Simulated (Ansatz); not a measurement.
`[SH][GeH]([SH])[SH]`, charge 0, multiplicity 1.

**Question.** Give a relaxed structure at PBE0-D4/def2-TZVP (the Gaussian-basis code of Ansatz). (An estimate is asked.)

**Answer.** Computed: 
Cartesian coordinates in Å:
```
S -1.657 0.884 1.120
Ge 0.250 0.341 0.133
S 0.208 1.162 -1.920
S 0.340 -1.876 0.198
H -1.439 0.084 2.179
H 1.484 0.963 0.804
H -0.807 0.369 -2.302
H 1.620 -1.928 -0.213
```
